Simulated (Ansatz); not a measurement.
Strength of the O–K bond: CH3KO → CH3O + K

Species: CH3KO `C[O][K]`, singlet; CH3O `C[O]`, doublet; K atom, doublet. 

Shapes, held fixed at every level: PBE0-D4/def2-TZVP. Programs: Ansatz 0.2.0. The zero-point and thermal change to 298 K, harmonic and unscaled (PBE0-D4/def2-TZVP), is -5.2 kJ/mol.

```csv
level,kind,ΔH(298 K) (kJ/mol),less CCSD(T)/def2-TZVPP
HF/def2-TZVPP,Hartree–Fock,+124.3,-143.5
SPW92/def2-TZVPP,LDA,+313.5,+45.7
PBE-D4/def2-TZVPP,GGA,+271.0,+3.2
B2PLYP/def2-TZVPP,double hybrid,+271.6,+3.8
MP2/def2-SVP,perturbation theory,+277.7,+9.9
CCSD/def2-TZVPP,coupled cluster or CI,+257.5,-10.3
CCSD(T)/def2-TZVPP,coupled cluster or CI,+267.8,0.0
```

The highest level, CCSD(T)/def2-TZVPP, gives ΔH(298 K) = +267.8 kJ/mol; the levels span +124.3 to +313.5. The column of differences is taken from that level and isn't an error. Hartree–Fock misses the correlation of the pair that is broken and comes out low. No measured value is set beside it here. Open shells run unrestricted unless RO is named. Correlated rows may include outer-core shells of K, which these sets cover unevenly.
